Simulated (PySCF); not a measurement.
From one molecule to another.

First species: CH₉ClO₂Si₃.
Bonds: Si1–O2, O2–Si3, Si3–O4, O4–C5, C5–Si6, Si6–Cl7. Hydrogens: H8, H9, H10 on Si1; H11, H12 on Si3; H13, H14 on C5; H15, H16 on Si6.

Second species: CH₉ClO₂Si₃.
SMILES: `CO[Si@@H](O[SiH3])[SiH2]Cl`

Levels: B3LYP/def2-SVPD for dipole moment, HOMO energy, LUMO energy, HOMO–LUMO gap, static isotropic polarisability and electronic spatial extent ⟨r²⟩ about the centre of nuclear charge; TDDFT B3LYP/def2-SVPD for lowest singlet excitation; TDA B3LYP/def2-SVPD for lowest triplet excitation (Tamm–Dancoff); GFN2-xTB for rotational constant A and rotational constant C. Geometries: GFN2-xTB. Each structure is a single optimised conformer of the isolated species, non-relativistic unless stated. Electronic properties by PySCF.

Dipoles, sizes and rotational constants follow the conformer. The torsions of the flexible species, by atom-mapped SMILES:
- `[SiH3:1][O:2][SiH2:3][O:4][CH2:5][SiH2:6][Cl:7]`: Si1–O2–Si3–O4 170°, O2–Si3–O4–C5 54°, Si3–O4–C5–Si6 -50°, O4–C5–Si6–Cl7 -169°
- `[CH3:1][O:2][Si@@H:3]([O:4][SiH3:5])[SiH2:6][Cl:7]`: C1–O2–Si3–O4 50°, O2–Si3–O4–Si5 76°, O2–Si3–Si6–Cl7 -176°

Q: Which has the higher static isotropic polarisability?

A: The second: 110.3 au against 107.3 au, a difference of 3.0 au.

Q: Which has the higher dipole moment?

A: The second: 2.46 D against 1.59 D, a difference of 0.87 D.

Q: Which has the higher ⟨r²⟩?

A: The first: 2249 bohr² against 2058 bohr², a difference of 191 bohr².

Q: Which of the two has the higher HOMO–LUMO gap, and by how much?

A: The first: 7.41 eV against 6.98 eV, a difference of 0.43 eV.

Q: Which of the two has the higher HOMO energy, and by how much?

A: The second: -7.67 eV against -7.81 eV, a difference of 0.14 eV.

Q: Which of the two has the higher T1 energy, and by how much?

A: The first: 6.29 eV against 5.46 eV, a difference of 0.83 eV.

Q: Which has the higher S1 energy?

A: The first: 6.57 eV against 6.01 eV, a difference of 0.56 eV.

Q: Which of the two has the higher rotational constant A, and by how much?

A: The first: 1.855 GHz against 1.374 GHz, a difference of 0.481 GHz.

On the first: The polarisability is 15.90 Å³ as a volume (1 au = 0.148185 Å³), or 1.19 au for each of the 90 electrons. The dipole equals about 5.3 × 10⁻³⁰ C·m (1 D = 3.33564 × 10⁻³⁰ C·m).

On the second: The polarisability is 16.34 Å³ as a volume (1 au = 0.148185 Å³), or 1.23 au for each of the 90 electrons. A dipole of 2.46 D is allowed in C1, and pure rotational transitions are dipole-allowed. GFN2-xTB frequencies show an imaginary mode (25i cm⁻¹), so this geometry is no minimum at that level.
